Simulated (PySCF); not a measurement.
## Cl³⁺ (chlorine, charge +3): UHF calculation

Configuration: [Ne] 3s2 3p2, high-spin 3P determinant. Computed with PySCF 2.14 in aug-cc-pVTZ-DK (6s5p3d2f, 50 functions), with scalar relativity by spin-free X2C-1e.

| Property | Result |
| --- | --- |
| Total energy | -458.201302 hartree |
| One-electron energy | -610.8163 hartree |
| Hartree (Coulomb) energy | 179.1986 hartree |
| Exchange energy | -26.5836 hartree |
| ⟨S²⟩ | 2.0093 |
| ⟨L²⟩ | 2.027 |
| Sum of ⟨r⟩ | 9.340 bohr |
| Sum of ⟨r²⟩ | 11.56 bohr² |
| Traceless quadrupole moment −½Σ⟨3z² − r²⟩ along its main axis | 1.07 e·bohr² |
| Langevin diamagnetic susceptibility | -9.15 ×10⁻⁶ cm³/mol |

| shell | electrons | mean orbital energy (eV) | spread (eV) | rms radius, mean of both spins (bohr) |
| --- | --- | --- | --- | --- |
| 1s α | 1 | -2911.1 | 0 | 0.105 |
| 1s β | 1 | -2910.2 | 0 | 0.105 |
| 2s α | 1 | -335.69 | 0 | 0.477 |
| 2s β | 1 | -334.85 | 0 | 0.477 |
| 2p α | 3 | -265.10 | 0.741 | 0.450 |
| 2p β | 3 | -263.61 | 0.931 | 0.450 |
| 3s α | 1 | -69.537 | 0 | 1.50 |
| 3s β | 1 | -61.916 | 0 | 1.50 |
| 3p α | 2 | -53.006 | 0 | 1.63 |

Densities and radii are taken from the X2C orbitals without a picture-change correction, which distorts them close to the nucleus.

Spin-orbit constants ζ (cm⁻¹) from the X2C one-electron operator on these orbitals: bare nucleus, nucleus screened by l(l+1)(2l+1)/3 electrons, and screened by the Breit-Pauli mean field of the electrons.

```tsv
shell	bare	screened nucleus	mean field
2p	10030	8847	8311
3p	1001	883.5	822.3
```

To first order the Landé constant is A = 411.1 cm⁻¹, so the lowest level has J = 0 and lies 0.102 eV below the centre of the term. This holds in LS coupling only.
